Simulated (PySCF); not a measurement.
**ORD: `InChI=1S/C5H13NSi/c1-4-5(7-4)6(2)3/h4-5H,7H2,1-3H3/t4-,5+/m1/s1`**

Geometry:
```csv
atom,x (Å),y (Å),z (Å)
C1,2.500,-0.144,0.658
C2,1.365,0.471,-0.124
Si3,0.956,-0.003,-1.905
C4,0.078,-0.350,-0.268
N5,-1.146,0.345,0.019
C6,-1.340,0.515,1.445
C7,-2.284,-0.301,-0.597
H8,2.278,-0.144,1.726
H9,2.666,-1.174,0.348
H10,3.424,0.412,0.503
H11,1.177,1.503,0.157
H12,0.397,1.008,-2.778
H13,1.704,-1.093,-2.509
H14,0.136,-1.357,0.165
H15,-1.459,-0.446,1.972
H16,-2.229,1.121,1.619
H17,-0.479,1.033,1.862
H18,-2.454,-1.321,-0.215
H19,-2.116,-0.358,-1.673
H20,-3.177,0.294,-0.410
```

The calculation used PySCF 2.14.0, TDDFT PBE0/def2-SVPD circular dichroism and optical rotation, one conformer, gas phase. Geometry: GFN2-xTB.

The molecule is flexible and this is one conformer; a measurement averages over conformers. States above about 6.0 eV (minus the energy of the highest occupied orbital) lie near or above the ionisation threshold and depend on the basis.

Stereocentres: C2 R, C4 S.

Question: Give the optical rotatory dispersion at 633, 589.3, 546, 436, 405, 365, 355 nm.

Answer: [α] in deg dm⁻¹ (g/mL)⁻¹:
```csv
λ (nm),origin-invariant length gauge,modified velocity gauge,length gauge (centre of mass),isotropic polarisability (au)
633,+154.8,+145.4,+155.3,102.3
589.3,+185.1,+174.0,+185.7,102.8
546,+225.7,+212.5,+226.3,103.5
436,+433.1,+411.1,+434.5,106.2
405,+554.8,+528.6,+556.6,107.5
365,+824.6,+791.5,+827.5,109.8
355,+928.4,+893.2,+931.7,110.6
```

Question: And for the mirror image at 589.3 nm?

Answer: -185.1 deg dm⁻¹ (g/mL)⁻¹ (origin-invariant length gauge): the same size and the opposite sign.

Question: What is the molar rotation [Φ] = [α]·M/100 of the geometry above at 589.3 nm?

Answer: With M = 115.25 g/mol, +213.3 deg cm² dmol⁻¹ (origin-invariant length gauge).

The first excitation lies at 5.19 eV (239 nm) with R = +31.4 × 10⁻⁴⁰ esu² cm² (velocity form).
